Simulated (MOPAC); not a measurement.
A run for MOPAC: PM6 on C5H8 (SMILES C=CC(=C)C), a point of a torsion scan.

```
PM6 1SCF PRECISE CHARGE=0 THREADS=1
C5H8

C      1.07583840 1     1.51163507 1    -0.66430566 1
C      0.31636718 1     1.06719646 1     0.31987935 1
C     -0.28599880 1    -0.28403451 1     0.34962060 1
C      0.24739342 1    -1.26788072 1     1.05563597 1
C     -1.52558815 1    -0.44634742 1    -0.47864748 1
H      1.30892327 1     0.89696813 1    -1.51866194 1
H      1.50015622 1     2.50159714 1    -0.65847005 1
H      0.10153520 1     1.69714235 1     1.17527456 1
H      1.14178655 1    -1.12565913 1     1.63842401 1
H     -0.18848965 1    -2.25269382 1     1.07751833 1
H     -1.91234217 1    -1.45968356 1    -0.40820171 1
H     -1.30727326 1    -0.21915471 1    -1.52161862 1
H     -2.29350753 1     0.25077973 1    -0.14394569 1
```

Output:

```
*******************************************************************************
 **                                                                           **
 **                              MOPAC v23.2.5                                **
 **                                                                           **
 *******************************************************************************
 ** MOPAC's Digital Object Identifier: https://doi.org/10.5281/zenodo.6511958 **
 **                                                                           **
 ** Please cite the open-source release paper for use of this MOPAC version:  **
 ** J. E. Moussa and J. J. P. Stewart (2026)                                  **
 ** MOPAC: An open-source semiempirical molecular orbital program             **
 ** J. Open Source Softw., 11(119), 8025, https://doi.org/10.21105/joss.08025 **
 *******************************************************************************

                              PM6 CALCULATION RESULTS

 *******************************************************************************
 *  PM6        - The PM6 Hamiltonian to be used
 *
 *
 *
 *                 CHARGE ON SYSTEM = 0
 *
 *
 *
 *  PRECISE    - TIGHTER CRITERIA TO BE USED
 *  1SCF       - DO 1 SCF AND THEN STOP
 *  THREADS=1  - MULTI-THREADING NOT USED
 *  T=         - A TIME OF 172800.0 SECONDS REQUESTED
 *  DUMP=N     - RESTART FILE WRITTEN EVERY 7200.0 SECONDS REQUESTED
 *******************************************************************************
PM6 1SCF PRECISE CHARGE=0 THREADS=1
 C5H8

   ATOM   CHEMICAL          X               Y               Z
  NUMBER   SYMBOL      (ANGSTROMS)     (ANGSTROMS)     (ANGSTROMS)

     1       C          1.07583840  *   1.51163507  *  -0.66430566  *
     2       C          0.31636718  *   1.06719646  *   0.31987935  *
     3       C         -0.28599880  *  -0.28403451  *   0.34962060  *
     4       C          0.24739342  *  -1.26788072  *   1.05563597  *
     5       C         -1.52558815  *  -0.44634742  *  -0.47864748  *
     6       H          1.30892327  *   0.89696813  *  -1.51866194  *
     7       H          1.50015622  *   2.50159714  *  -0.65847005  *
     8       H          0.10153520  *   1.69714235  *   1.17527456  *
     9       H          1.14178655  *  -1.12565913  *   1.63842401  *
    10       H         -0.18848965  *  -2.25269382  *   1.07751833  *
    11       H         -1.91234217  *  -1.45968356  *  -0.40820171  *
    12       H         -1.30727326  *  -0.21915471  *  -1.52161862  *
    13       H         -2.29350753  *   0.25077973  *  -0.14394569  *



          CARTESIAN COORDINATES

    NO.       ATOM           X           Y           Z

     1         C          1.0758      1.5116     -0.6643
     2         C          0.3164      1.0672      0.3199
     3         C         -0.2860     -0.2840      0.3496
     4         C          0.2474     -1.2679      1.0556
     5         C         -1.5256     -0.4463     -0.4786
     6         H          1.3089      0.8970     -1.5187
     7         H          1.5002      2.5016     -0.6585
     8         H          0.1015      1.6971      1.1753
     9         H          1.1418     -1.1257      1.6384
    10         H         -0.1885     -2.2527      1.0775
    11         H         -1.9123     -1.4597     -0.4082
    12         H         -1.3073     -0.2192     -1.5216
    13         H         -2.2935      0.2508     -0.1439

 General Reference for PM6:
 "Optimization of Parameters for Semiempirical Methods V: Modification of NDDO Approximations
 and Application to 70 Elements", J. J. P. Stewart, J. Mol. Mod., 13, 1173-1213 (2007)
 URL: https://link.springer.com/article/10.1007/s00894-007-0233-4

           Empirical Formula: C5 H8  =    13 atoms



      MOLECULAR POINT GROUP   :   C1


      RHF CALCULATION, NO. OF DOUBLY OCCUPIED LEVELS = 14


 -------------------------------------------------------------------------------
 PM6 1SCF PRECISE CHARGE=0 THREADS=1
 C5H8



     1SCF WAS SPECIFIED, SO BFGS WAS NOT USED
     SCF FIELD WAS ACHIEVED


                              PM6 CALCULATION
                                                       MOPAC v23.2.5 Linux




          FINAL HEAT OF FORMATION =         20.28399 KCAL/MOL =      84.86820 KJ/MOL


          COSMO AREA              =        124.08 SQUARE ANGSTROMS
          COSMO VOLUME            =        111.87 CUBIC ANGSTROMS

          IONIZATION POTENTIAL    =          9.904046 EV
          HOMO LUMO ENERGIES (EV) =         -9.904  1.005
          NO. OF FILLED LEVELS    =         14
          MOLECULAR WEIGHT        =         68.1182         POINT GROUP:  C1

          MOLECULAR DIMENSIONS (Angstroms)

            Atom       Atom       Distance
            H    10    H     7     5.33558
            H     9    H    13     4.04419
            H     6    H     8     3.00242


          SCF CALCULATIONS        =          1





   ATOM   CHEMICAL          X               Y               Z
  NUMBER   SYMBOL      (ANGSTROMS)     (ANGSTROMS)     (ANGSTROMS)

     1       C          1.07583840  *   1.51163507  *  -0.66430566  *
     2       C          0.31636718  *   1.06719646  *   0.31987935  *
     3       C         -0.28599880  *  -0.28403451  *   0.34962060  *
     4       C          0.24739342  *  -1.26788072  *   1.05563597  *
     5       C         -1.52558815  *  -0.44634742  *  -0.47864748  *
     6       H          1.30892327  *   0.89696813  *  -1.51866194  *
     7       H          1.50015622  *   2.50159714  *  -0.65847005  *
     8       H          0.10153520  *   1.69714235  *   1.17527456  *
     9       H          1.14178655  *  -1.12565913  *   1.63842401  *
    10       H         -0.18848965  *  -2.25269382  *   1.07751833  *
    11       H         -1.91234217  *  -1.45968356  *  -0.40820171  *
    12       H         -1.30727326  *  -0.21915471  *  -1.52161862  *
    13       H         -2.29350753  *   0.25077973  *  -0.14394569  *

                             CARTESIAN COORDINATES

   1    C        1.075838400     1.511635070    -0.664305660
   2    C        0.316367180     1.067196460     0.319879350
   3    C       -0.285998800    -0.284034510     0.349620600
   4    C        0.247393420    -1.267880720     1.055635970
   5    C       -1.525588150    -0.446347420    -0.478647480
   6    H        1.308923270     0.896968130    -1.518661940
   7    H        1.500156220     2.501597140    -0.658470050
   8    H        0.101535200     1.697142350     1.175274560
   9    H        1.141786550    -1.125659130     1.638424010
  10    H       -0.188489650    -2.252693820     1.077518330
  11    H       -1.912342170    -1.459683560    -0.408201710
  12    H       -1.307273260    -0.219154710    -1.521618620
  13    H       -2.293507530     0.250779730    -0.143945690


           Empirical Formula: C5 H8  =    13 atoms



      MOLECULAR POINT GROUP   :   C1


                  EIGENVALUES
 -28.83095 -26.39364 -24.41308 -21.14791 -18.24163 -16.25087 -15.29615 -14.64551
 -14.09374 -13.45732 -12.76203 -11.66219 -10.56015  -9.90405   1.00510   1.38911
   4.17849   4.36589   5.52350   5.66893   5.72429   5.87899   6.09548   6.38199
   6.43127   6.48096   6.66758   6.87309


              NET ATOMIC CHARGES AND DIPOLE CONTRIBUTIONS

  ATOM NO.   TYPE          CHARGE      No. of ELECS.   s-Pop       p-Pop
    1          C          -0.325286        4.3253     1.11608     3.20921
    2          C          -0.149768        4.1498     1.10886     3.04091
    3          C           0.139101        3.8609     1.08413     2.77676
    4          C          -0.439026        4.4390     1.11662     3.32241
    5          C          -0.499308        4.4993     1.08170     3.41761
    6          H           0.153688        0.8463     0.84631
    7          H           0.150821        0.8492     0.84918
    8          H           0.148188        0.8518     0.85181
    9          H           0.163536        0.8365     0.83646
   10          H           0.161746        0.8383     0.83825
   11          H           0.163110        0.8369     0.83689
   12          H           0.167475        0.8325     0.83253
   13          H           0.165726        0.8343     0.83427
 DIPOLE           X         Y         Z       TOTAL
 POINT-CHG.    -0.462     0.353    -0.333     0.670
 HYBRID        -0.033     0.032    -0.057     0.073
 SUM           -0.495     0.385    -0.389     0.738


          ATOMIC ORBITAL ELECTRON POPULATIONS

     Atom    s        px        py        pz
    1  C   1.11608   1.03280   1.11235   1.06405
    2  C   1.10886   0.98547   1.01697   1.03848
    3  C   1.08413   0.92018   0.93616   0.92042
    4  C   1.11662   1.12583   1.09352   1.10306
    5  C   1.08170   1.09401   1.18057   1.14303
    6  H   0.84631
    7  H   0.84918
    8  H   0.85181
    9  H   0.83646
   10  H   0.83825
   11  H   0.83689
   12  H   0.83253
   13  H   0.83427

 **********************
 *                    *
 * JOB ENDED NORMALLY *
 *                    *
 **********************




 == MOPAC DONE ==
```

The run finished.

Cost: about 0.020 core-seconds (a rough figure).
